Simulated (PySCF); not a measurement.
A side-by-side comparison of computed properties.

First species: C3H4F2.
Geometry (PBE0-D3(BJ)/def2-SVP, Å), atoms numbered from 1 in this order:
```
atom  x, y, z in Å
C1     1.2966    0.0061    0.5720
C2     0.2216    0.4746   -0.0456
F3     0.1263    1.7432   -0.4552
C4    -1.0213   -0.2824   -0.3857
F5    -0.9349   -1.5770    0.0274
H6     1.3144   -1.0380    0.8818
H7     2.1532    0.6514    0.7701
H8    -1.1819   -0.2497   -1.4788
H9    -1.8900    0.2045    0.0937
```

Second species: C₅H₆BNO₂S.
SMILES with atom numbers: `[OH:1][B:2]([OH:3])[c:4]1[cH:5][cH:6][c:7]([SH:8])[cH:9][n:10]1` (hydrogens: H11 on O1; H12 on O3; H13 on C5; H14 on C6; H15 on S8; H16 on C9)

Geometry (PBE0-D3(BJ)/def2-SVP, Å), atoms numbered from 1 in this order:
```xyz
16
C5H6BNO2S angstrom
O     -3.1821   -0.2606    0.2843
B     -2.1961   -0.1237   -0.6545
O     -2.5487   -0.0193   -1.9547
C     -0.6690   -0.0555   -0.2516
C     -0.2636    0.3413    1.0307
C      1.0868    0.4060    1.3532
C      2.0230    0.0622    0.3753
S      3.7375    0.1346    0.7573
C      1.5297   -0.3255   -0.8843
N      0.2459   -0.3765   -1.1834
H     -2.8451   -0.4266    1.1688
H     -3.5035   -0.0880   -2.0639
H     -1.0045    0.6235    1.7849
H      1.4104    0.7228    2.3480
H      4.1747   -0.2490   -0.4606
H      2.2334   -0.6024   -1.6807
```

Levels: CAM-B3LYP/def2-SVPD for dipole moment, HOMO energy, LUMO energy, HOMO–LUMO gap, static isotropic polarisability and electronic spatial extent ⟨r²⟩ about the centre of nuclear charge; TDDFT CAM-B3LYP/def2-SVPD for lowest singlet excitation; TDA CAM-B3LYP/def2-SVPD for lowest triplet excitation (Tamm–Dancoff); ΔSCF CAM-B3LYP/def2-SVPD for vertical ionisation energy; PBE0-D3(BJ)/def2-SVP for rotational constant A and rotational constant C. Geometries: PBE0-D3(BJ)/def2-SVP. Each species is one conformer at its optimised geometry, gas phase, non-relativistic unless stated. Electronic properties by PySCF.

The conformers computed, where there is a choice (atom-mapped SMILES and torsion angles):
- `[CH2:1]=[C:2]([F:3])[CH2:4][F:5]`: C1–C2–C4–F5 0°
- `[OH:1][B:2]([OH:3])[c:4]1[cH:5][cH:6][c:7]([SH:8])[cH:9][n:10]1`: O1–B2–C4–C5 -23°, H–O1–B2–O3 174°, H–O3–B2–O1 -2°, H–S8–C7–C6 -179°

**Question.** Which has the higher ⟨r²⟩?

**Answer.** The second: 2160 bohr² against 411 bohr², a difference of 1749 bohr².

**Question.** Which has the higher T1 energy?

**Answer.** The first: 4.46 eV against 3.61 eV, a difference of 0.85 eV.

**Question.** Which of the two has the higher rotational constant A, and by how much?

**Answer.** The first: 9.560 GHz against 3.720 GHz, a difference of 5.840 GHz.

**Question.** Which of the two has the higher static isotropic polarisability, and by how much?

**Answer.** The second: 109.1 au against 39.8 au, a difference of 69.3 au.

**Question.** Which has the higher rotational constant C?

**Answer.** The first: 2.782 GHz against 0.474 GHz, a difference of 2.308 GHz.

**Question.** Which of the two has the higher vertical ionisation energy, and by how much?

**Answer.** The first: 10.22 eV against 8.68 eV, a difference of 1.54 eV.

**Question.** Which has the higher HOMO energy?

**Answer.** The second: -7.98 eV against -9.11 eV, a difference of 1.13 eV.

**Question.** Which of the two has the higher S1 energy, and by how much?

**Answer.** The first: 7.39 eV against 4.58 eV, a difference of 2.81 eV.

On the first: The principal polarisabilities are 30.8, 38.1 and 50.4 au; their mean is the isotropic value. No computed singlet falls in the visible range (750 to 380 nm, 1.65 to 3.26 eV); S1 lies 4.13 eV above its blue end.

On the second: No computed singlet falls in the visible range (750 to 380 nm, 1.65 to 3.26 eV); S1 lies 1.32 eV above its blue end. In wavenumbers S1 is 36900 cm⁻¹ (1 eV = 8065.54 cm⁻¹).
